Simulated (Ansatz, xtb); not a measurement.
## A geometry optimisation of GaH2NSn with r2SCAN-D4/def2-SVP

The starting geometry of this gas-phase singlet was built from a drawn formula by distance geometry and a force field; its bonds are those of `[H]/[N]=[SnH]/[Ga]`.

```xyz
5

Ga   -0.2216   -2.7697    3.0282
N    -3.3704   -3.3949    0.9762
Sn   -2.5156   -2.2721    2.1378
H    -4.3234   -3.1786    0.6261
H    -3.2613   -0.7699    2.6469
```

Q: Where would you expect an optimisation with r2SCAN-D4/def2-SVP to take it?

A: It rearranges, giving a structure given below by its coordinates. Distances that change by over a tenth: N2–Sn3 (1.83 → 2.07 Å). Contacts that open: Ga1–Sn3 (2.51 → 3.48 Å). Contacts that close: Ga1–N2 (3.81 → 1.88 Å).

The energy falls by 2.94 eV over 23 steps:

| step | E − E(last) (eV) |
| --- | --- |
| 1 | 2.942 |
| 3 | 2.410 |
| 6 | 2.377 |
| 8 | 2.366 |
| 11 | 2.067 |
| 13 | 1.417 |
| 16 | 0.301 |
| 18 | 0.042 |
| 21 | 0.000 |
| 23 | 0.000 |

Final geometry (Å):

```xyz
5

Ga   -1.0958   -4.2212    1.6992
N    -2.5181   -2.9869    1.6615
Sn   -2.5818   -1.2843    2.8403
H    -3.3322   -3.1028    1.0492
H    -4.1643   -0.7899    2.1652
```

From the same start GFN2-xTB reaches the same bonding as this run.

No frequencies were run, so the end isn't proven a minimum. Atoms past krypton carry core potentials, without spin–orbit terms. Run with Ansatz 0.2.0, 93 s on 1 thread of Arm Neoverse V2 (shared host).
